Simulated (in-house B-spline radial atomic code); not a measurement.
Configurations of Rb IX (Rb8+), with energies counted from [Ar] 3d10 4s1. Level of theory: Dirac-Hartree-Fock, average of configuration, Fermi nucleus of rms radius 4.2036 fm; calculated with an all-electron radial atomic-structure program (B-spline basis). Energies include first-order Breit, QED and recoil terms.

Occupations are held fixed; configurations that lie above the ionisation limit could autoionise.

```csv
configuration,E - E(ref) (eV),highest orbital,its <r> (bohr)
[Ar] 3d10 5s1,70.741,5s1/2,2.36
[Ar] 3d10 8s1,125.3,8s1/2,7.628
[Ar] 3d10 (8g9/2)1,132.18,8g9/2,9.539
[Ar] (3d3/2)3 (3d5/2)6 4s1 (5p1/2)1,181.54,5p1/2,2.484
[Ar] (3d3/2)4 (3d5/2)5 4s1 (8p1/2)1,229.12,8p1/2,7.935
[Ar] (3d3/2)4 (3d5/2)5 4s1 (8f7/2)1,234.23,8f7/2,9.64
```

Problem. Order these further configurations by energy, lowest first.
A. [Ne] 3s2 (3p1/2)1 (3p3/2)4 3d10 4s1 (5d5/2)1
B. [Ne] 3s2 (3p1/2)2 (3p3/2)3 3d10 4s2
C. [Ne] 3s2 (3p1/2)1 (3p3/2)4 3d10 4s1 (7d3/2)1
D. [Ne] 3s2 (3p1/2)1 (3p3/2)4 3d10 4s1 (5g7/2)1
E. [Ar] (3d3/2)4 (3d5/2)5 4s1 (7g7/2)1

Solution. E (229.44 eV), B (230.64 eV), A (334.46 eV), D (348.68 eV), C (365.63 eV).

Problem. How far above the reference does [Ar] 3d10 (6g7/2)1 lie?

Solution. 118.78 eV; its least bound orbital is 6g7/2 with <r> = 4.878 bohr.
